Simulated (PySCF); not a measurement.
Question: Give a PBE0-D3(BJ)/def2-SVP geometry of `C=C1C=CC=C(C(=O)[O-])C=C1`. (Charge -1.)

Answer: 
Z-matrix in Å and degrees, rows numbered from 1:
```
C 
C   1  1.3628
C   2  1.4587  1  119.09
C   3  1.3590  2  130.67  1  -179.21
C   4  1.4369  3  130.96  2    -0.09
C   5  1.3600  4  128.43  3    -0.79
C   6  1.5642  5  118.09  4  -179.39
O   7  1.2468  6  114.61  5   178.18
O   7  1.2421  6  115.37  5    -1.65
C   6  1.4434  5  125.77  4     0.31
C  10  1.3563  6  131.38  5     0.58
H   1  1.0930  2  121.32  3     0.08
H   1  1.0927  2  121.05  3  -179.90
H   3  1.0968  2  113.49  1     0.71
H   4  1.0973  3  114.61  2   179.90
H   5  1.0959  4  118.40  3   179.46
H  10  1.0962  6  110.36  5  -179.56
H  11  1.0974  2  113.01  1    -0.57
```

Of the pairs four or more bonds apart, O8···H17 is among the closest relative to their van der Waals radii: 2.19 Å, 80 % of the sum of Bondi's values. C3 (alkene CH carbon) is planar (angles 130.7°, 115.8° and 113.5°, sum 360.0°, 0.00 Å off the plane of its three neighbours). The 11 heavy atoms lie in one plane (0.016 Å rms). The 9 C–C bonds span 1.356 Å (C10–C11, aromatic) to 1.564 Å (C6–C7, drawn single), a spread of 0.208 Å.

Method used: PySCF, PBE0-D3(BJ)/def2-SVP geometry optimisation, gas phase.

Not checked by PBE0-D3(BJ)/def2-SVP frequencies. Torsions: C5–C6–C7–O8 178°.

One conformer stands for the species.
